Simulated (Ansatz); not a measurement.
Calculation: r2SCAN-D4/def2-TZVP in Ansatz (a quantum-chemistry and plane-wave program). No frequencies were computed at this level.

Ansatz 0.2 input:
```yaml
crystal:
  periodic: [false, false, false]
  atoms:
    - { symbol: F, position_ang: [1.595716, -0.248499, -0.361567] }
    - { symbol: Ge, position_ang: [-0.013198, 0.015926, 0.116681] }
    - { symbol: F, position_ang: [-0.532352, 1.330802, -0.82715] }
    - { symbol: F, position_ang: [-0.868975, -1.318285, -0.495929] }
    - { symbol: H, position_ang: [-0.181189, 0.220055, 1.567965] }
basis:
  gaussian: { orbitals: def2-tzvp }
hamiltonian:
  xc: r2scan
  dispersion: d4
relax:
  max_steps: 150
```

Output:

```
Functional definition: r2SCAN
870 factors; their error is unknown
mean field evaluation 1: about -64683.5531 eV, gradient 6.2e1 eV
mean field evaluation 2: about -64667.9066 eV, gradient 1.2e2 eV
mean field evaluation 4: about -64688.4912 eV, gradient 1.4e0 eV
mean field evaluation 8: about -64688.4845 eV, gradient 3.9e-2 eV
mean field evaluation 16: about -64688.4845 eV, gradient 6.3e-6 eV
mean field -64688.48446416 eV, -2377.2579566282 hartree, gradient 6.3e-6 eV, S^2 0.000000; 0 other end points of the search recorded, 0 dependent functions left out
reference -64688.48447082 eV, -2377.2579568729 hartree; 30, 30 occupied and 117, 117 virtual orbitals, 870 factors
relax step   1: F+E_penalty+E_count = -64688.50065524 eV  Δ(F+E_penalty+E_count) = +0.000e0 eV  max|allowed force component| = 7.720e-1 eV/Å  Δτ_max = 0.0000 Å  (27 SCF iters, accepted)
these checks for a lower state are left out or cut short: starts, cluster_reference, orbital_swaps, neighbouring_geometries, increment
870 factors; their error is unknown
mean field -64688.51103410 eV, -2377.2589330556 hartree, gradient 2.0e-5 eV, S^2 0.000000; 0 other end points of the search recorded, 0 dependent functions left out
reference -64688.51104079 eV, -2377.2589333015 hartree; 30, 30 occupied and 117, 117 virtual orbitals, 870 factors
relax step   2: F+E_penalty+E_count = -64688.52719820 eV  Δ(F+E_penalty+E_count) = -2.654e-2 eV  max|allowed force component| = 1.568e-1 eV/Å  Δτ_max = 0.0203 Å  (29 SCF iters, accepted)
these checks for a lower state are left out or cut short: starts, cluster_reference, orbital_swaps, neighbouring_geometries, increment
870 factors; their error is unknown
mean field -64688.51343205 eV, -2377.2590211785 hartree, gradient 1.9e-5 eV, S^2 0.000000; 0 other end points of the search recorded, 0 dependent functions left out
reference -64688.51343875 eV, -2377.2590214248 hartree; 30, 30 occupied and 117, 117 virtual orbitals, 870 factors
relax step   3: F+E_penalty+E_count = -64688.52958319 eV  Δ(F+E_penalty+E_count) = -2.385e-3 eV  max|allowed force component| = 1.274e-2 eV/Å  Δτ_max = 0.0096 Å  (28 SCF iters, accepted)
these checks for a lower state are left out or cut short: starts, cluster_reference, orbital_swaps, neighbouring_geometries, increment
870 factors; their error is unknown
mean field evaluation 32: about -64688.5134 eV, gradient 7.2e-2 eV
mean field -64688.51343919 eV, -2377.2590214410 hartree, gradient 2.4e-5 eV, S^2 0.000000; 0 other end points of the search recorded, 0 dependent functions left out
reference -64688.51344589 eV, -2377.2590216872 hartree; 30, 30 occupied and 117, 117 virtual orbitals, 870 factors
relax step   4: F+E_penalty+E_count = -64688.52959049 eV  Δ(F+E_penalty+E_count) = -7.301e-6 eV  max|allowed force component| = 5.329e-4 eV/Å  Δτ_max = 0.0007 Å  (22 SCF iters, accepted)
870 factors; their error is unknown
mean field -64688.51343919 eV, -2377.2590214410 hartree, gradient 2.4e-5 eV, S^2 0.000000; 1 other end points of the search recorded, 0 dependent functions left out
reference -64688.51344589 eV, -2377.2590216872 hartree; 30, 30 occupied and 117, 117 virtual orbitals, 870 factors
Total energy: -64688.52959719 eV, -2377.2596152365 hartree
Atom 0 at     1.619841    -0.250206    -0.352141 Å, force     0.000533     0.000035    -0.000034 eV/Å
Atom 1 at    -0.010182     0.012361     0.088322 Å, force    -0.000136     0.000159     0.000447 eV/Å
Atom 2 at    -0.542626     1.354200    -0.825985 Å, force    -0.000098     0.000183    -0.000194 eV/Å
Atom 3 at    -0.884954    -1.337329    -0.488806 Å, force    -0.000361    -0.000292    -0.000100 eV/Å
Atom 4 at    -0.182076     0.220973     1.578610 Å, force     0.000062    -0.000085    -0.000119 eV/Å
Dipole moment:    -0.056678     0.068804     0.491572 e Å
```

Cost: roughly 22 core-seconds.
